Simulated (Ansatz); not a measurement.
Molecule: Si4H10, net charge 0, singlet state. SMILES: [SiH3][SiH2][SiH2][SiH3]
Coordinates optimised at B3LYP-D3(BJ)/def2-TZVP (Ansatz, an electronic-structure program):
```
Si
H 1 1.4857
H 1 1.4859 2 108.16
Si 1 2.3441 2 110.11 3 119.19
H 4 1.4830 1 109.43 2 -174.89
H 4 1.4831 5 108.75 1 -122.06
H 4 1.4833 5 108.43 6 -118.08
Si 1 2.3445 2 110.79 3 -119.53
H 8 1.4857 1 110.79 2 63.77
H 8 1.4859 9 108.16 1 119.53
Si 8 2.3441 9 110.11 10 119.19
H 11 1.4830 8 109.43 9 -174.89
H 11 1.4831 12 108.75 5 -177.95
H 11 1.4833 12 108.43 13 -118.08
```
Charge 0, spin multiplicity 1.

Wanted: vertical ionisation energy (to the doublet state of charge +1; each state is the SCF solution reached for its spin), in eV. Correlated levels leave the core frozen unless marked. UHF or UKS for open shells. No spin-orbit coupling. No relativistic terms. Basis-set limits of correlation are two-point, X^-3; Hartree-Fock from the larger set. [CCSD(T)-MP2]/basis is that difference in the basis named.

RI-MP2/CBS(aug-cc-pV(T+d)Z,aug-cc-pV(Q+d)Z)+[CCSD(T)-MP2]/aug-cc-pV(T+d)Z (Ansatz) gives 9.88 eV.

Task: Another calculation gave 9.54 eV. Which level was it?
(A) PBE/def2-TZVPD (Ansatz)
(B) wB97M-V/def2-TZVPD (Ansatz)
(C) B3LYP/def2-TZVPD (Ansatz)

Result: C, B3LYP/def2-TZVPD (Ansatz). The others give 9.73 (wB97M-V), 9.34 (PBE) eV.
